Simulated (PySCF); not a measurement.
The vertical singlet excitations below were computed for one of the candidates. Method used: TDDFT CAM-B3LYP/def2-SVPD, vertical, gas phase, core orbitals frozen in the response (PySCF). Geometries: PBE0-D3(BJ)/def2-SVP, one conformer each. Relativistic effects are left out although some hold elements past zinc.

```tsv
state	E (eV)	λ (nm)	f
S1	6.30	196.8	0.075
S2	6.72	184.5	0.074
S3	6.86	180.7	0.137
S4	7.89	157.2	0.023
S5	8.05	154.0	0.0022
S6	8.14	152.2	0.025
```

Question: Which candidate is it?
A. `BC(B)C#C`
B. `C1=NCCC1`
C. `C(C)(C[AsH2])C`

Answer: C. Its S1, at 6.30 eV, is the highest among the candidates; the nearest of the others has S1 at 5.46 eV. S1 is HOMO→LUMO (84%). Löwdin shares by element: HOMO arsenic 62%, hydrogen 14% or more, carbon 14% or more; LUMO arsenic 26%, carbon 18% or more, hydrogen 8% or more (atoms not listed hold the other 47%). At the same level the other candidates give, for their lowest levels:
- `C1=NCCC1`: 5.46 eV (f 0.002); 7.30 eV (f 0.028); 7.41 eV (f 0.165); 7.69 eV (f 0.002); 8.26 eV (f 0.007); T1 4.61 eV; HOMO -8.87, LUMO 1.20 eV
- `BC(B)C#C`: 4.62 eV (f 0.003); 5.12 eV (f 0.021); 5.72 eV (f 0.005); 5.95 eV (f 0.002); 6.05 eV (f 0.001); T1 4.30 eV; HOMO -8.91, LUMO -1.12 eV

Shape of the structure used: `[CH3:1][CH:2]([CH3:3])[CH2:4][AsH2:5]`: C1–C2–C4–As5 176°, H–As5–C4–C2 -162°, H–As5–C4–C2 -70°.
Triplets come from the Tamm–Dancoff approximation.
